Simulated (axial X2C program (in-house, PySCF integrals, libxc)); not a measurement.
# Potential curves of MoBr, two-component

Calculated with an in-house relativistic program for diatomic molecules. Two-component (2c) means X2C with spin–orbit coupling and atomic mean-field two-electron Coulomb and Gaunt terms. Basis: Mo dyall-v3z [11s12p9d3f2g], Br dyall-v3z [8s9p6d1f] (cores contracted in-house); Gaussian nuclei, density fitting, unrestricted open shells. Masses: Mo 97.905 u, Br 78.918 u.

State: Ω = 5/2 (⟨Sz⟩ = 2.50, ⟨Lz⟩ = 0.00 at BLYP). Energies in cm⁻¹ from the fragments at the same level (Mo + Br). Fits are polynomials in 1 − R0/R over 0.85 to 1.23 times the lowest point R0.

| R (Å) | BLYP | MP2 | HF |
| --- | --- | --- | --- |
| 2.1228 | -18376 | -18433 | -4087 |
| 2.2204 | -22840 | -22619 | -9869 |
| 2.2936 | -24765 | -24343 | -12622 |
| 2.3668 | -25801 | -25180 | -14369 |
| 2.4400 | -26171 | -25352 | -15353 |
| 2.5254 | -25992 | -24937 | -15787 |
| 2.6108 | -25350 | -24058 | -15672 |
| 2.7206 | -24089 | -22493 | -14980 |
| 2.8548 | -22176 | -20225 | -13626 |
| 3.0500 | -19158 | -16708 | -11172 |

Correlated methods: 21 electrons correlated (number of frozen shells: Mo 3 s, 2 p, 1 d; Br 3 s, 2 p, 1 d), 265 virtual spin orbitals or spinors in MP2.

The state is one determinant whose occupation by symmetry is held fixed; it was picked as the lowest of a PBE0 search that is not exhaustive. Dissociation energies refer to the lowest single-determinant-based atoms at the same level and basis. Density functionals use the spin component along the axis (collinear). The functionals have no current-density term, which raises determinants with orbital currents, atoms included. With several unpaired electrons one determinant need not be a pure state. This is the top spin component of a Σ state; components of lower Ω are not single determinants and can lie lower. MP2 and coupled cluster on one determinant become unreliable at the stretched end.

**Question.** Fit the BLYP curve near its minimum: give the equilibrium distance, the harmonic wavenumber and the well depth.

**Answer.** At BLYP, 2c: Re = 2.455 Å, ωe ≈ 257 cm⁻¹, De = 3.25 eV to Mo + Br; Be follows as 0.064 cm⁻¹.

**Question.** Fit the MP2 curve near its minimum: give the equilibrium distance, the harmonic wavenumber and the well depth.

**Answer.** At MP2, 2c: Re = 2.425 Å, ωe ≈ 274 cm⁻¹, De = 3.14 eV to Mo + Br; Be follows as 0.0656 cm⁻¹.

**Question.** Fit the HF curve near its minimum: give the equilibrium distance, the harmonic wavenumber and the well depth.

**Answer.** At HF, 2c: Re = 2.546 Å, ωe ≈ 230 cm⁻¹, De = 1.96 eV to Mo + Br; Be follows as 0.0595 cm⁻¹.
